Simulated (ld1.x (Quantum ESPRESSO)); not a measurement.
Which setting gave this result? (cobalt, RRKJ)

Base potential:

ld1.x (Quantum ESPRESSO) 7.5 input, shortened:

```
&input
   title='Co', zed=27., rel=1, dft='PZ', iswitch=3,
   config='[Ar] 3d7 4s2 4p0 4f-2'
 /
 &inputp
   pseudotype=2, tm=.false., lloc=0,
   nlcc=.false.
 /
4
3P  2  1   6.00   0.00  0.90  0.90  0.0
3D  3  2   7.00   0.00  1.25  1.25  0.0
4F  4  3  -2.00   0.35  2.35  2.35  0.0
4S  1  0   2.00   0.00  2.25  2.25  0.0
 &test
   configts(1)='3p6 3d7 4s2 4p0'
 /
```

Cutoffs, loose and tight: the cutoffs (Ry, on a coarse ladder) from which the occupation-weighted sum of valence levels, in a spherical-Bessel basis at the reference potential, stays within 10 and 1 mRy of its value at 400 Ry. They do not see the model core or the augmentation charge, which bear on the density cutoff. Test errors are all-electron minus pseudo excitation energies from the reference, over the configurations 3p6 3d7 4s1 4p0; 3p6 3d7 4s0 4p0; 3p6 3d6 4s0 4p0; 3p6 3d6 4s2 4p0; 3p6 3d7.5 4s1.5 4p0; 3p6 3d8 4s1 4p0; 3p5 3d7 4s2 4p0 (two spin-polarised tests are not counted in the largest error); variants that change the core or the reference have their own tests.

Only the d radius is moved:

```json
{"d radius (bohr)": "0.8", "cutoff, loose": "260 Ry", "cutoff, tight": "300 Ry", "bound ghosts": "none", "largest test error (meV)": "-412", "median size of the test errors": "205.4 meV"}
{"d radius (bohr)": "0.92", "cutoff, loose": "200 Ry", "cutoff, tight": "300 Ry", "bound ghosts": "none", "largest test error (meV)": "-422", "median size of the test errors": "202.2 meV"}
{"d radius (bohr)": "1.22", "cutoff, loose": "160 Ry", "cutoff, tight": "260 Ry", "bound ghosts": "none", "largest test error (meV)": "-518", "median size of the test errors": "181.1 meV"}
{"d radius (bohr)": "1.34", "cutoff, loose": "160 Ry", "cutoff, tight": "260 Ry", "bound ghosts": "none", "largest test error (meV)": "-595", "median size of the test errors": "165.3 meV"}
{"d radius (bohr)": "1.48", "cutoff, loose": "160 Ry", "cutoff, tight": "260 Ry", "bound ghosts": "none", "largest test error (meV)": "-706", "median size of the test errors": "141.4 meV"}
{"d radius (bohr)": "1.62", "cutoff, loose": "160 Ry", "cutoff, tight": "260 Ry", "bound ghosts": "none", "largest test error (meV)": "-814", "median size of the test errors": "92.1 meV"}
{"d radius (bohr)": "1.74", "cutoff, loose": "160 Ry", "cutoff, tight": "260 Ry", "bound ghosts": "none", "largest test error (meV)": "-945", "median size of the test errors": "27.4 meV"}
{"d radius (bohr)": "1.84", "cutoff, loose": "160 Ry", "cutoff, tight": "260 Ry", "bound ghosts": "none", "largest test error (meV)": "-1043", "median size of the test errors": "25.5 meV"}
```

Task: One more run gave cutoff, loose: 160 Ry; cutoff, tight: 260 Ry; bound ghosts: none; largest test error (meV): -469; median size of the test errors: 191.4 meV. Which value of the d radius was used?

Result: 1.12 bohr. The median size of the test errors moves one way along this sweep, from 205.4 meV at 0.8 to 25.5 meV at 1.84 bohr, which places the run between 0.92 and 1.22 bohr.
